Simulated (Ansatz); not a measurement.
Wavefunction ladder for CH6BBrSi2, SMILES `[SiH3][C@H]1B[Si@@H]1Br`

```csv
atom,x (Å),y (Å),z (Å)
Si1,0.1853,-1.2878,0.8668
C2,-0.7560,0.0538,-0.0508
B3,-0.5800,1.4972,0.3568
Si4,0.6466,0.9270,-1.0104
Br5,0.2961,1.5694,-3.1038
H6,-0.6098,-1.6915,2.0562
H7,1.5025,-0.7853,1.3343
H8,0.3821,-2.4695,-0.0102
H9,-1.7359,-0.3683,-0.2885
H10,-1.2569,2.3633,0.8026
H11,1.9261,0.1918,-0.9529
```

Total charge 0; spin multiplicity 1. Correlated methods include outer-core shells of Br, which these sets cover unevenly. Scalar relativity is left out up to krypton. The structure was optimised at the PBE0-D4/def2-TZVP level. Frozen core, restricted reference, Ansatz 0.2.0.

```tsv
basis	HF (Eh)	MP2 corr.
def2-SVP	-3215.75809	-0.64547
def2-TZVPP	-3216.35208	-0.78601
def2-QZVPP	-3216.42204	-1.13911
```

**Question.** Estimate the CCSD correlation energy and the (T) correction in each basis where they were run (hartree).

**Answer.** 
```json
{"basis": "def2-SVP", "CCSD corr.": "-0.69882", "(T)": "-0.02244"}
{"basis": "def2-TZVPP", "CCSD corr.": "-0.83774", "(T)": "-0.03547"}
```
